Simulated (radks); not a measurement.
Results of a calculation; reference values are marked as such.
Task: Radial electron density D(r) = 4 pi r^2 rho(r) of an atom or ion with 10 electrons. Code: a radial shooting solver on a logarithmic mesh with Libxc functionals. Model: scalar-relativistic Kohn-Sham, PBE, spin-unpolarised, spherical densities, finite nucleus; Fermi nuclear charge, rms radius of each element as measured or else 0.836 A^(1/3) + 0.57 fm.

```
   r/bohr * D(r) (the largest magnitude, 78.9, reaches the edge; | marks zero)
 0.001005 | *
 0.001106 | *
 0.001217 | *
  0.00134 |  *
 0.001475 |  *
 0.001624 |  *
 0.001787 |   *
 0.001952 |    *
 0.002148 |    *
 0.002365 |     *
 0.002603 |      *
 0.002865 |        *
 0.003154 |         *
 0.003472 |          *
 0.003821 |            *
 0.004207 |              *
  0.00463 |                *
 0.005097 |                  *
  0.00561 |                     *
 0.006176 |                       *
 0.006798 |                          *
 0.007483 |                             *
 0.008237 |                                *
 0.008995 |                                   *
 0.009901 |                                      *
   0.0109 |                                        *
    0.012 |                                           *
  0.01321 |                                             *
  0.01454 |                                              *
    0.016 |                                               *
  0.01761 |                                                *
  0.01939 |                                                *
  0.02134 |                                               *
  0.02349 |                                              *
  0.02586 |                                            *
  0.02846 |                                          *
  0.03133 |                                        *
  0.03449 |                                       *
  0.03796 |                                       *
  0.04146 |                                       *
  0.04563 |                                        *
  0.05023 |                                           *
  0.05529 |                                              *
  0.06086 |                                                 *
    0.067 |                                                    *
  0.07375 |                                                      *
  0.08118 |                                                      *
  0.08936 |                                                     *
  0.09836 |                                                 *
   0.1083 |                                            *
   0.1192 |                                     *
   0.1312 |                              *
   0.1444 |                      *
    0.159 |               *
    0.175 |          *
   0.1911 |      *
   0.2103 |   *
   0.2315 | *
   0.2548 |*
   0.2805 *
   0.3088 *
   0.3399 *
   0.3741 *
```

What is the nuclear charge?

Result: Z = 55. The innermost maximum, from 1s, lies near gamma/Z bohr with gamma = sqrt(1 - (Z/c)^2) = 0.916, here 0.0167 bohr (found: 0.0179), and its height grows with Z. The density is that of the caesium ion Cs45+ in [Ne]; the configuration itself is not fixed sharply by these data, and Z only to a few units. D(r) has 2 maxima, at r = 0.0179, 0.0793 bohr, and minima at 0.0383 bohr, inside which lie 2.07 electrons.
